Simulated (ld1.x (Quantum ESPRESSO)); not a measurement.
## Li, ultrasoft: configuration errors across variants

Li, ultrasoft, made with ld1.x (Quantum ESPRESSO) 7.5 (PBE, scalar-relativistic). Core none, reference 1s2 2s1 2p0. Waves: 1s (bound): rcut 0.90, rcutus 0.95 bohr; 2s (bound): rcut 0.90, rcutus 0.95 bohr; 2p (bound, empty): rcut 3.50, rcutus 4.60 bohr; 2p channel at 3.2 Ry: rcut 3.50, rcutus 4.60 bohr. Local part: all-electron potential smoothed inside 2.95 bohr (lloc = -1). Core correction: none. Augmentation charge: PSQ, radius 0.65 bohr.

All-electron excitation energies from the reference (eV): (1) 1s2 2s0 2p0 5.297; (2) 1s2 2s0.5 2p0 2.049; (3) 1s2 2s0 2p1 1.787; (4) 1s1 2s1 2p0 68.408.

1 further variants failed, have other tests or too few solved ones, and are left out.

A true bound ghost makes a file unfit for plane-wave use even where its test errors are small: the radial tests pick states by their node count and pass the ghost by.

Errors AE − PS in meV (a dash: test not solved or not reliable):

```tsv
change	(1)	(2)	(3)	(4)	bound ghosts
base	0.0	0.0	+3.5	+107	p
wave 2p channel at 3.2 Ry: rcut 3.50, rcutus 4.60 bohr becomes 2p channel at 0.09 Ry: rcut 3.50, rcutus 4.60 bohr	0.0	0.0	+14	+107	none
local potential all-electron potential smoothed inside 3.00 bohr (lloc = -1)	0.0	0.0	+3.6	+100	p
waves 1s (bound): rcut 0.84, rcutus 0.88 bohr; 2s (bound): rcut 0.84, rcutus 0.88 bohr	0.0	0.0	+3.5	+90	p
type RRKJ; waves now 2p (bound): rc 4.60 bohr; 1s (bound): rc 0.95 bohr; local potential the s channel	+88	+33	+41	+342	none
```

(1) Give the same row for: local potential all-electron potential smoothed inside 2.68 bohr (lloc = -1).

Answers

(1) +0.1, 0.0, +2.8, +132; bound ghosts: p.
